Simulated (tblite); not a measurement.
C6H11N2P.
Atom-mapped SMILES: `[CH3:1][N:2]([CH3:3])/[CH:4]=[P:5]/[CH2:6][CH2:7][C:8]#[N:9]` (hydrogens: H10, H11, H12 on C1; H13, H14, H15 on C3; H16 on C4; H17, H18 on C6; H19, H20 on C7)

Computed geometry: GFN2-xTB, gas phase.

(1) What internal coordinates does the optimisation give?

## Answers

(1) 
| bond | length (bohr) |
| --- | --- |
| C1–N2, N2–C3 | 2.717 |
| N2–C4 | 2.555 |
| C4=P5 | 3.209 |
| P5–C6 | 3.546 |
| C6–C7 | 2.900 |
| C7–C8 | 2.719 |
| C8≡N9 | 2.161 |
| C1–H10 and 5 like bonds | 2.064 |
| C4–H16 | 2.049 |
| C6–H17, C6–H18 | 2.066 |
| C7–H19, C7–H20 | 2.068 |

Bonds in one row agree within 0.02 bohr and their mean is given. A selection of angles:
| angle | degrees |
| --- | --- |
| C1–N2–C3 | 117.0 |
| C1–N2–C4 | 120.7 |
| C3–N2–C4 | 118.2 |
| N2–C4–P5 | 124.6 |
| C4–P5–C6 | 98.2 |
| P5–C6–C7 | 111.6 |
| C6–C7–C8 | 110.2 |
| C7–C8–N9 | 178.2 |

Dihedral angles: C1–N2–C4–P5 162° (antiperiplanar); N2–C4–P5–C6 175° (antiperiplanar); C4–P5–C6–C7 -82° (synclinal); P5–C6–C7–C8 -179° (antiperiplanar). The mirror-image conformer, all signs reversed, is as good.

P5 (phosphorus bonded to 2 C) is bent (angle 98.2°). The 2 C–C bonds span 1.439 Å (C7–C8, drawn single) to 1.535 Å (C6–C7, drawn single), a spread of 0.096 Å. The C–P distances run from 1.698 Å (C4=P5, drawn double) to 1.876 Å (P5–C6, drawn single), a spread of 0.178 Å. The 4 C–N bonds span 1.144 Å (C8≡N9, drawn triple) to 1.439 Å (C1–N2, drawn single), a spread of 0.295 Å. Of the pairs four or more bonds apart, P5···H15 is among the closest relative to their van der Waals radii: 2.68 Å, 89 % of the sum of Bondi's values. N2 (nitrogen bonded to 3 C) has angles 120.7°, 118.2° and 117.0°, sum 355.9°, 0.16 Å off the plane of its three neighbours.

Point group: C1 (no symmetry element, even within 0.4 Å). Its GFN2-xTB frequencies are all real (lowest 36 cm⁻¹). The numbers are those of one conformer. 3 starts were optimised and ended at 0.00, 0.68 and 1.09 kcal/mol (GFN2-xTB); the lowest of these is shown.
